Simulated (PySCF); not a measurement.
**Dipole moment and polarisability of `[SiH3]C([SiH3])[SiH2]P`**

Species: CH11PSi3.
Cartesian coordinates in Å at the GFN2-xTB level; atoms count from 1:
```
atom  x, y, z in Å
Si1   -2.0826   -1.0046   -0.0410
C2    -0.5370    0.0159    0.3926
Si3   -0.5747    1.7696   -0.3536
Si4    1.0700   -0.9187   -0.0072
P5     2.7822    0.2057    0.9104
H6    -2.1557   -1.2046   -1.4883
H7    -3.2824   -0.2997    0.4178
H8    -2.0129   -2.3089    0.6222
H9    -0.5477    0.1525    1.4791
H10    0.5743    2.5446    0.1237
H11   -0.5257    1.6837   -1.8158
H12   -1.8066    2.4494    0.0552
H13    1.2320   -1.0928   -1.4580
H14    1.0851   -2.2564    0.6033
H15    3.0365    0.9938   -0.1951
H16    3.7376   -0.7204    0.5385
```

Level: B3LYP/def2-SVPD (PySCF), static field, nuclei fixed, core orbitals frozen in the response. The polarisability tensor in these axes (au):

```
x   142.30   5.28   8.06
y     5.28 121.54   0.21
z     8.06   0.21 102.21
```

Question: What are the eigenvalues, a third of the trace, and Δα (Δα² = ½Σ(αi − αj)² over the three pairs)?

Answer: Principal values 100.62, 120.41 and 145.02 au; mean 122.02 au = 18.08 Å³ = 20.12 × 10⁻⁴⁰ C²·m²/J; Δα = 38.53 au (32 % of the mean).

Question: What is the dipole moment, and where does it point?

Answer: (-0.15, -0.11, -0.11) D, 0.22 D in size, pointing from the negative to the positive side. Measured along this direction, the outermost atoms are H16, H15 and P5 at the negative end and H6 at the positive end.

Question: In TDDFT the mean static polarisability is Σ f/ω² over all singlet excitations (ω in hartree). How much of it do the 8 lowest give? Their energies (eV) and oscillator strengths: 6.16, 0.0117; 6.28, 0.0360; 6.58, 0.1278; 6.77, 0.0485; 6.86, 0.0223; 7.13, 0.0176; 7.19, 0.0008; 7.30, 0.0198.

Answer: They add up to 4.77 au, 3.9 % of the 122.02 au; the largest single term is 2.19 au, from the state at 6.58 eV. Terms in order: 0.23, 0.68, 2.19, 0.78, 0.35, 0.26, 0.01, 0.28 au. Higher excitations give the rest. The strengths listed sum to 0.285.

Question: Traceless (Buckingham) quadrupole moment about the centre of nuclear charge: eigenvalues?

Answer: -4.35, 0.99, 3.36 D·Å. The values depend on the origin, since the dipole doesn't vanish. The electronic extent ⟨r²⟩ about the same centre is 1475 bohr², a root-mean-square distance of 2.36 Å for the 74 electrons.

Question: Refractivity n − 1 of an ideal gas of it at 273.15 K and 1 atm, from the electronic α?

Answer: N = p/kT = 2.6868 × 10¹⁹ cm⁻³, so n − 1 = 2π × N × 18.08 × 10⁻²⁴ cm³ = 3052 × 10⁻⁶ at long wavelengths, for an ideal gas.

Question: Rayleigh depolarisation ratio (linearly polarised light, static tensor)?

Answer: ρ = 3Δα²/(45ᾱ² + 4Δα²) = 4453.3/(669958 + 5937.7) = 0.00659.

The structure is a single GFN2-xTB conformer in the gas phase; no vibrational or solvent corrections.
